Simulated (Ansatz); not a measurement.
SiH₂Cl₂O, singlet: a trajectory.

Input (in.yaml):

```yaml
crystal:
  periodic: [false, false, false]
  atoms:
    - {symbol: Si, position_ang: [1.127976, 0.370664, 0.046480]}
    - {symbol: O, position_ang: [-0.066562, -0.911036, -0.322539]}
    - {symbol: H, position_ang: [-0.958473, 0.091390, -0.376723]}
    - {symbol: Cl, position_ang: [-1.147439, 1.532414, -0.272423]}
    - {symbol: Cl, position_ang: [0.980532, 0.224744, 2.116677]}
    - {symbol: H, position_ang: [0.063967, -1.308175, -1.191571]}
basis:
  gaussian: {orbitals: def2-SVP}
hamiltonian: {xc: pbe0, dispersion: d4}
md: {n_steps: 80, timestep: 0.25, temperature: 200, ensemble: nve, seed: 977, initial_velocities: maxwell_boltzmann}
```

Launched with

```bash
ansatz run in.yaml --threads 2 --pin off --events-out ev --progress --plain --max-ram 4352MiB
```

What Ansatz 0.2.0 printed:

```
Functional definition: PBE0
  name "PBE0"
  cite "Adamo & Barone, J. Chem. Phys. 110, 6158 (1999) doi:10.1063/1.478522"
  cite "Perdew, Burke & Ernzerhof, Phys. Rev. Lett. 77, 3865 (1996) doi:10.1103/PhysRevLett.77.3865"
  parent pbe
  parameter a = 0.25
  parameter kappa = 0.804
  parameter beta = 0.06672455060314922
  exchange = (1 - a)*pbe_x(kappa = kappa, mu = beta*pi^2/3) + a*exact_x
  correlation = pbe_c(beta = beta)
768 factors; integrals over basis functions are off by at most 3.6e-4 eV
mean field evaluation 1: about -34975.1102 eV, gradient 4.2e1 eV
mean field evaluation 2: about -34969.1663 eV, gradient 7.0e1 eV
mean field evaluation 4: about -34978.2413 eV, gradient 2.3e0 eV
mean field evaluation 8: about -34978.2558 eV, gradient 2.2e-2 eV
mean field -34978.25580373 eV, -1285.4271916738 hartree, gradient 4.7e-5 eV, S^2 0.000000; 0 other end points of the search recorded, 0 dependent functions left out
the calculation of the forces begins
reference -34978.25582404 eV, -1285.4271924200 hartree; 29, 29 occupied and 49, 49 virtual orbitals, 768 factors
md step     0: t =     0.00 fs  T =   200.0 K  F+E_penalty+E_count = -34978.40479369 eV  E_kin = 0.103408 eV  conserved = -34978.30138569 eV  (23 SCF iters)
md step     1: t =     0.25 fs  T =   200.2 K  F+E_penalty+E_count = -34978.40491861 eV  E_kin = 0.103532 eV  conserved = -34978.30138696 eV  (22 SCF iters)
md step     2: t =     0.50 fs  T =   199.1 K  F+E_penalty+E_count = -34978.40433301 eV  E_kin = 0.102949 eV  conserved = -34978.30138364 eV  (22 SCF iters)
md step     3: t =     0.75 fs  T =   196.7 K  F+E_penalty+E_count = -34978.40308525 eV  E_kin = 0.101709 eV  conserved = -34978.30137637 eV  (22 SCF iters)
md step     4: t =     1.00 fs  T =   193.3 K  F+E_penalty+E_count = -34978.40128708 eV  E_kin = 0.099921 eV  conserved = -34978.30136615 eV  (22 SCF iters)
md step     5: t =     1.25 fs  T =   189.0 K  F+E_penalty+E_count = -34978.39909799 eV  E_kin = 0.097744 eV  conserved = -34978.30135424 eV  (21 SCF iters)
md step     6: t =     1.50 fs  T =   184.4 K  F+E_penalty+E_count = -34978.39670529 eV  E_kin = 0.095363 eV  conserved = -34978.30134197 eV  (21 SCF iters)
md step     7: t =     1.75 fs  T =   179.8 K  F+E_penalty+E_count = -34978.39430286 eV  E_kin = 0.092972 eV  conserved = -34978.30133062 eV  (21 SCF iters)
md step     8: t =     2.00 fs  T =   175.5 K  F+E_penalty+E_count = -34978.39207078 eV  E_kin = 0.090750 eV  conserved = -34978.30132126 eV  (22 SCF iters)
md step     9: t =     2.25 fs  T =   171.8 K  F+E_penalty+E_count = -34978.39015772 eV  E_kin = 0.088843 eV  conserved = -34978.30131475 eV  (22 SCF iters)
md step    10: t =     2.50 fs  T =   169.0 K  F+E_penalty+E_count = -34978.38866737 eV  E_kin = 0.087356 eV  conserved = -34978.30131161 eV  (22 SCF iters)
md step    11: t =     2.75 fs  T =   167.0 K  F+E_penalty+E_count = -34978.38764979 eV  E_kin = 0.086338 eV  conserved = -34978.30131204 eV  (21 SCF iters)
md step    12: t =     3.00 fs  T =   165.9 K  F+E_penalty+E_count = -34978.38709824 eV  E_kin = 0.085782 eV  conserved = -34978.30131590 eV  (21 SCF iters)
md step    13: t =     3.25 fs  T =   165.6 K  F+E_penalty+E_count = -34978.38695148 eV  E_kin = 0.085629 eV  conserved = -34978.30132271 eV  (21 SCF iters)
md step    14: t =     3.50 fs  T =   165.9 K  F+E_penalty+E_count = -34978.38710148 eV  E_kin = 0.085770 eV  conserved = -34978.30133168 eV  (21 SCF iters)
md step    15: t =     3.75 fs  T =   166.5 K  F+E_penalty+E_count = -34978.38740620 eV  E_kin = 0.086064 eV  conserved = -34978.30134177 eV  (21 SCF iters)
md step    16: t =     4.00 fs  T =   167.0 K  F+E_penalty+E_count = -34978.38770637 eV  E_kin = 0.086355 eV  conserved = -34978.30135175 eV  (22 SCF iters)
md step    17: t =     4.25 fs  T =   167.3 K  F+E_penalty+E_count = -34978.38784519 eV  E_kin = 0.086485 eV  conserved = -34978.30136030 eV  (22 SCF iters)
md step    18: t =     4.50 fs  T =   167.0 K  F+E_penalty+E_count = -34978.38768927 eV  E_kin = 0.086323 eV  conserved = -34978.30136628 eV  (22 SCF iters)
md step    19: t =     4.75 fs  T =   165.9 K  F+E_penalty+E_count = -34978.38714776 eV  E_kin = 0.085779 eV  conserved = -34978.30136853 eV  (23 SCF iters)
md step    20: t =     5.00 fs  T =   164.1 K  F+E_penalty+E_count = -34978.38618869 eV  E_kin = 0.084822 eV  conserved = -34978.30136649 eV  (23 SCF iters)
md step    21: t =     5.25 fs  T =   161.5 K  F+E_penalty+E_count = -34978.38484787 eV  E_kin = 0.083488 eV  conserved = -34978.30136011 eV  (24 SCF iters)
md step    22: t =     5.50 fs  T =   158.4 K  F+E_penalty+E_count = -34978.38322953 eV  E_kin = 0.081880 eV  conserved = -34978.30134997 eV  (23 SCF iters)
md step    23: t =     5.75 fs  T =   155.0 K  F+E_penalty+E_count = -34978.38149675 eV  E_kin = 0.080159 eV  conserved = -34978.30133727 eV  (23 SCF iters)
md step    24: t =     6.00 fs  T =   151.9 K  F+E_penalty+E_count = -34978.37985209 eV  E_kin = 0.078528 eV  conserved = -34978.30132366 eV  (23 SCF iters)
md step    25: t =     6.25 fs  T =   149.3 K  F+E_penalty+E_count = -34978.37851077 eV  E_kin = 0.077200 eV  conserved = -34978.30131124 eV  (23 SCF iters)
md step    26: t =     6.50 fs  T =   147.7 K  F+E_penalty+E_count = -34978.37766927 eV  E_kin = 0.076367 eV  conserved = -34978.30130183 eV  (23 SCF iters)
md step    27: t =     6.75 fs  T =   147.3 K  F+E_penalty+E_count = -34978.37747598 eV  E_kin = 0.076179 eV  conserved = -34978.30129691 eV  (23 SCF iters)
md step    28: t =     7.00 fs  T =   148.4 K  F+E_penalty+E_count = -34978.37800820 eV  E_kin = 0.076711 eV  conserved = -34978.30129729 eV  (23 SCF iters)
md step    29: t =     7.25 fs  T =   150.8 K  F+E_penalty+E_count = -34978.37926002 eV  E_kin = 0.077957 eV  conserved = -34978.30130277 eV  (23 SCF iters)
md step    30: t =     7.50 fs  T =   154.4 K  F+E_penalty+E_count = -34978.38114430 eV  E_kin = 0.079832 eV  conserved = -34978.30131245 eV  (22 SCF iters)
md step    31: t =     7.75 fs  T =   158.9 K  F+E_penalty+E_count = -34978.38350722 eV  E_kin = 0.082183 eV  conserved = -34978.30132472 eV  (22 SCF iters)
md step    32: t =     8.00 fs  T =   164.0 K  F+E_penalty+E_count = -34978.38615352 eV  E_kin = 0.084816 eV  conserved = -34978.30133762 eV  (22 SCF iters)
md step    33: t =     8.25 fs  T =   169.3 K  F+E_penalty+E_count = -34978.38887716 eV  E_kin = 0.087528 eV  conserved = -34978.30134918 eV  (22 SCF iters)
md step    34: t =     8.50 fs  T =   174.3 K  F+E_penalty+E_count = -34978.39149219 eV  E_kin = 0.090134 eV  conserved = -34978.30135778 eV  (22 SCF iters)
md step    35: t =     8.75 fs  T =   178.9 K  F+E_penalty+E_count = -34978.39385834 eV  E_kin = 0.092496 eV  conserved = -34978.30136191 eV  (22 SCF iters)
md step    36: t =     9.00 fs  T =   182.8 K  F+E_penalty+E_count = -34978.39590024 eV  E_kin = 0.094538 eV  conserved = -34978.30136182 eV  (22 SCF iters)
md step    37: t =     9.25 fs  T =   186.2 K  F+E_penalty+E_count = -34978.39761312 eV  E_kin = 0.096256 eV  conserved = -34978.30135746 eV  (22 SCF iters)
md step    38: t =     9.50 fs  T =   189.0 K  F+E_penalty+E_count = -34978.39906164 eV  E_kin = 0.097712 eV  conserved = -34978.30134943 eV  (23 SCF iters)
md step    39: t =     9.75 fs  T =   191.5 K  F+E_penalty+E_count = -34978.40036926 eV  E_kin = 0.099030 eV  conserved = -34978.30133879 eV  (23 SCF iters)
md step    40: t =    10.00 fs  T =   194.1 K  F+E_penalty+E_count = -34978.40170174 eV  E_kin = 0.100375 eV  conserved = -34978.30132679 eV  (23 SCF iters)
md step    41: t =    10.25 fs  T =   197.1 K  F+E_penalty+E_count = -34978.40324718 eV  E_kin = 0.101933 eV  conserved = -34978.30131467 eV  (23 SCF iters)
md step    42: t =    10.50 fs  T =   200.9 K  F+E_penalty+E_count = -34978.40519576 eV  E_kin = 0.103892 eV  conserved = -34978.30130375 eV  (23 SCF iters)
md step    43: t =    10.75 fs  T =   205.8 K  F+E_penalty+E_count = -34978.40772009 eV  E_kin = 0.106425 eV  conserved = -34978.30129495 eV  (26 SCF iters)
md step    44: t =    11.00 fs  T =   212.1 K  F+E_penalty+E_count = -34978.41095935 eV  E_kin = 0.109670 eV  conserved = -34978.30128905 eV  (23 SCF iters)
md step    45: t =    11.25 fs  T =   219.9 K  F+E_penalty+E_count = -34978.41500700 eV  E_kin = 0.113721 eV  conserved = -34978.30128649 eV  (23 SCF iters)
md step    46: t =    11.50 fs  T =   229.4 K  F+E_penalty+E_count = -34978.41990357 eV  E_kin = 0.118616 eV  conserved = -34978.30128742 eV  (23 SCF iters)
md step    47: t =    11.75 fs  T =   240.5 K  F+E_penalty+E_count = -34978.42563443 eV  E_kin = 0.124343 eV  conserved = -34978.30129167 eV  (25 SCF iters)
md step    48: t =    12.00 fs  T =   253.0 K  F+E_penalty+E_count = -34978.43213286 eV  E_kin = 0.130834 eV  conserved = -34978.30129886 eV  (25 SCF iters)
md step    49: t =    12.25 fs  T =   266.9 K  F+E_penalty+E_count = -34978.43928748 eV  E_kin = 0.137979 eV  conserved = -34978.30130808 eV  (25 SCF iters)
md step    50: t =    12.50 fs  T =   281.7 K  F+E_penalty+E_count = -34978.44695491 eV  E_kin = 0.145636 eV  conserved = -34978.30131850 eV  (25 SCF iters)
md step    51: t =    12.75 fs  T =   297.2 K  F+E_penalty+E_count = -34978.45497474 eV  E_kin = 0.153646 eV  conserved = -34978.30132904 eV  (25 SCF iters)
md step    52: t =    13.00 fs  T =   313.0 K  F+E_penalty+E_count = -34978.46318698 eV  E_kin = 0.161848 eV  conserved = -34978.30133867 eV  (25 SCF iters)
md step    53: t =    13.25 fs  T =   329.0 K  F+E_penalty+E_count = -34978.47144923 eV  E_kin = 0.170103 eV  conserved = -34978.30134646 eV  (25 SCF iters)
md step    54: t =    13.50 fs  T =   344.8 K  F+E_penalty+E_count = -34978.47965165 eV  E_kin = 0.178300 eV  conserved = -34978.30135181 eV  (25 SCF iters)
md step    55: t =    13.75 fs  T =   360.5 K  F+E_penalty+E_count = -34978.48772682 eV  E_kin = 0.186372 eV  conserved = -34978.30135438 eV  (25 SCF iters)
md step    56: t =    14.00 fs  T =   375.8 K  F+E_penalty+E_count = -34978.49565309 eV  E_kin = 0.194298 eV  conserved = -34978.30135502 eV  (25 SCF iters)
md step    57: t =    14.25 fs  T =   390.9 K  F+E_penalty+E_count = -34978.50344687 eV  E_kin = 0.202092 eV  conserved = -34978.30135461 eV  (25 SCF iters)
md step    58: t =    14.50 fs  T =   405.8 K  F+E_penalty+E_count = -34978.51114700 eV  E_kin = 0.209792 eV  conserved = -34978.30135479 eV  (25 SCF iters)
md step    59: t =    14.75 fs  T =   420.5 K  F+E_penalty+E_count = -34978.51878948 eV  E_kin = 0.217432 eV  conserved = -34978.30135757 eV  (25 SCF iters)
md step    60: t =    15.00 fs  T =   435.2 K  F+E_penalty+E_count = -34978.52637691 eV  E_kin = 0.225012 eV  conserved = -34978.30136497 eV  (25 SCF iters)
md step    61: t =    15.25 fs  T =   449.6 K  F+E_penalty+E_count = -34978.53384807 eV  E_kin = 0.232470 eV  conserved = -34978.30137848 eV  (25 SCF iters)
md step    62: t =    15.50 fs  T =   463.5 K  F+E_penalty+E_count = -34978.54105450 eV  E_kin = 0.239656 eV  conserved = -34978.30139889 eV  (25 SCF iters)
md step    63: t =    15.75 fs  T =   476.4 K  F+E_penalty+E_count = -34978.54775057 eV  E_kin = 0.246325 eV  conserved = -34978.30142546 eV  (24 SCF iters)
md step    64: t =    16.00 fs  T =   487.7 K  F+E_penalty+E_count = -34978.55360422 eV  E_kin = 0.252148 eV  conserved = -34978.30145597 eV  (24 SCF iters)
md step    65: t =    16.25 fs  T =   496.6 K  F+E_penalty+E_count = -34978.55823096 eV  E_kin = 0.256744 eV  conserved = -34978.30148664 eV  (26 SCF iters)
md step    66: t =    16.50 fs  T =   502.4 K  F+E_penalty+E_count = -34978.56125081 eV  E_kin = 0.259738 eV  conserved = -34978.30151247 eV  (24 SCF iters)
md step    67: t =    16.75 fs  T =   504.5 K  F+E_penalty+E_count = -34978.56236291 eV  E_kin = 0.260835 eV  conserved = -34978.30152794 eV  (24 SCF iters)
md step    68: t =    17.00 fs  T =   502.7 K  F+E_penalty+E_count = -34978.56142740 eV  E_kin = 0.259899 eV  conserved = -34978.30152802 eV  (24 SCF iters)
md step    69: t =    17.25 fs  T =   497.1 K  F+E_penalty+E_count = -34978.55853933 eV  E_kin = 0.257030 eV  conserved = -34978.30150919 eV  (24 SCF iters)
md step    70: t =    17.50 fs  T =   488.6 K  F+E_penalty+E_count = -34978.55407752 eV  E_kin = 0.252607 eV  conserved = -34978.30147048 eV  (25 SCF iters)
md step    71: t =    17.75 fs  T =   478.3 K  F+E_penalty+E_count = -34978.54871156 eV  E_kin = 0.247296 eV  conserved = -34978.30141513 eV  (25 SCF iters)
md step    72: t =    18.00 fs  T =   468.1 K  F+E_penalty+E_count = -34978.54335202 eV  E_kin = 0.242002 eV  conserved = -34978.30134992 eV  (25 SCF iters)
md step    73: t =    18.25 fs  T =   459.8 K  F+E_penalty+E_count = -34978.53904393 eV  E_kin = 0.237759 eV  conserved = -34978.30128490 eV  (25 SCF iters)
md step    74: t =    18.50 fs  T =   455.6 K  F+E_penalty+E_count = -34978.53681309 eV  E_kin = 0.235582 eV  conserved = -34978.30123153 eV  (25 SCF iters)
md step    75: t =    18.75 fs  T =   457.0 K  F+E_penalty+E_count = -34978.53749218 eV  E_kin = 0.236292 eV  conserved = -34978.30120041 eV  (25 SCF iters)
md step    76: t =    19.00 fs  T =   464.9 K  F+E_penalty+E_count = -34978.54156300 eV  E_kin = 0.240365 eV  conserved = -34978.30119848 eV  (25 SCF iters)
md step    77: t =    19.25 fs  T =   479.3 K  F+E_penalty+E_count = -34978.54905288 eV  E_kin = 0.247826 eV  conserved = -34978.30122737 eV  (25 SCF iters)
md step    78: t =    19.50 fs  T =   499.4 K  F+E_penalty+E_count = -34978.55951106 eV  E_kin = 0.258228 eV  conserved = -34978.30128304 eV  (25 SCF iters)
md step    79: t =    19.75 fs  T =   523.6 K  F+E_penalty+E_count = -34978.57207130 eV  E_kin = 0.270715 eV  conserved = -34978.30135663 eV  (25 SCF iters)
md step    80: t =    20.00 fs  T =   549.6 K  F+E_penalty+E_count = -34978.58558514 eV  E_kin = 0.284148 eV  conserved = -34978.30143693 eV  (24 SCF iters)
Total energy: -34978.58560565 eV, -1285.4393116709 hartree
Atom 0 at     1.166466     0.412106     0.021673 Å, force    -1.176014     1.196825     0.216364 eV/Å
Atom 1 at    -0.119001    -0.951968    -0.333307 Å, force     1.324846    -2.352993    -0.609092 eV/Å
Atom 2 at    -0.919805    -0.403602    -0.411609 Å, force    -1.243584     0.820440    -0.179683 eV/Å
Atom 3 at    -1.106154     1.517544    -0.222101 Å, force     1.102147    -0.025573    -0.064937 eV/Å
Atom 4 at     0.932048     0.244654     2.090320 Å, force     0.269052    -0.062363     0.101183 eV/Å
Atom 5 at     0.038386    -1.495412    -1.137420 Å, force    -0.276447     0.423664     0.536164 eV/Å
Dipole moment:     0.205531    -0.831471    -0.560301 e Å

[the SCF lines of later steps are left out]
```

Hardware: 2 CPU threads of an Arm Neoverse V2, shared host. Wall time about 91 s.
